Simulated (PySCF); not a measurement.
**Partial charges of `CC(C)=C(C=O)C[SiH2]F`**

Species: C6H11FOSi.
SMILES with atom numbers: `[CH3:1][C:2]([CH3:3])=[C:4]([CH:5]=[O:6])[CH2:7][SiH2:8][F:9]` (hydrogens: H10, H11, H12 on C1; H13, H14, H15 on C3; H16 on C5; H17, H18 on C7; H19, H20 on Si8)

Geometry (GFN2-xTB, Å), atoms numbered from 1 in this order:
```
atom  x, y, z in Å
C1    -1.5335   -0.8190   -0.9387
C2    -1.0277    0.3109   -0.0910
C3    -1.8740    1.5414   -0.1611
C4     0.1088    0.1800    0.6262
C5     0.6992    1.2523    1.4163
O6     1.7992    1.1933    1.9208
C7     0.9335   -1.0749    0.6306
Si8    2.3882   -0.9517   -0.5924
F9     1.7335   -1.0362   -2.0739
H10   -0.7647   -1.1503   -1.6334
H11   -1.8103   -1.6723   -0.3188
H12   -2.4075   -0.5133   -1.5075
H13   -1.8371    1.9423   -1.1750
H14   -2.9114    1.2792    0.0483
H15   -1.5694    2.3221    0.5266
H16    0.0874    2.1616    1.5495
H17    1.3466   -1.2003    1.6318
H18    0.3219   -1.9491    0.4142
H19    3.0738    0.3253   -0.5891
H20    3.2383   -2.1308   -0.5070
```

Density: PBE0/pcSseg-1 (PySCF); schemes: Mulliken, IAO, Hirshfeld and ESP-fitted. Isolated species at its GFN2-xTB geometry (one conformer only).

Q: What partial charge does each atom carry?

A: In e:

```csv
atom,environment,Mulliken,IAO,Hirshfeld,ESP-fitted
C1,allylic carbon,-0.194,-0.435,-0.113,-0.466
C2,fully substituted alkene carbon,-0.345,+0.070,+0.049,+0.419
C3,allylic carbon,-0.138,-0.425,-0.113,-0.825
C4,fully substituted alkene carbon,-0.329,-0.082,-0.027,-0.235
C5,aldehyde carbon,+0.341,+0.236,+0.108,+0.476
O6,aldehyde oxygen,-0.388,-0.423,-0.229,-0.472
C7,sp3 carbon bound to silicon,-0.441,-0.566,-0.167,-0.515
Si8,fluorine-bound silicon,+0.972,+1.096,+0.429,+0.707
F9,silicon-bound fluorine,-0.444,-0.551,-0.210,-0.337
H10,methyl hydrogen,+0.161,+0.172,+0.047,+0.162
H11,methyl hydrogen,+0.144,+0.158,+0.052,+0.137
H12,methyl hydrogen,+0.116,+0.147,+0.048,+0.142
H13,methyl hydrogen,+0.144,+0.161,+0.054,+0.237
H14,methyl hydrogen,+0.136,+0.155,+0.052,+0.226
H15,methyl hydrogen,+0.122,+0.146,+0.045,+0.226
H16,formyl hydrogen,+0.066,+0.097,+0.039,-0.013
H17,methylene hydrogen,+0.165,+0.172,+0.041,+0.191
H18,methylene hydrogen,+0.150,+0.153,+0.045,+0.167
H19,Si–H hydrogen,-0.103,-0.132,-0.072,-0.089
H20,Si–H hydrogen,-0.135,-0.149,-0.078,-0.135
```

Mean size of the charges over all atoms: ESP-fitted 0.309 e, IAO 0.276 e, Mulliken 0.252 e, Hirshfeld 0.101 e. Each set sums to the total charge, 0, to within 0.001 e. The IAO scheme counts the electrons in orthogonalised intrinsic atomic orbitals, a minimal basis polarised so that it spans the occupied orbitals exactly.

Lowest charge. The schemes don't all agree: Mulliken F9 (-0.444); IAO C7 (-0.566); Hirshfeld O6 (-0.229); ESP-fitted C3 (-0.825).

Highest charge. All schemes agree: Mulliken Si8 (+0.972); IAO Si8 (+1.096); Hirshfeld Si8 (+0.429); ESP-fitted Si8 (+0.707).

Q: How closely do the schemes follow one another over all atoms?

A: Correlation coefficient and root-mean-square difference: IAO with Hirshfeld 0.98, 0.233 e; Mulliken with IAO 0.92, 0.147 e; Mulliken with Hirshfeld 0.91, 0.204 e; IAO with ESP-fitted 0.89, 0.173 e; Hirshfeld with ESP-fitted 0.86, 0.264 e; Mulliken with ESP-fitted 0.74, 0.254 e.

Q: How many electrons does the IAO scheme count on C3?

A: Z − q = 6 − (-0.425) = 6.425.

These values come from a run that also computed NMR shieldings. On an Arm Neoverse V1 with one thread, shared host, this took 50 s wall and 0.97 GiB of memory at its peak.
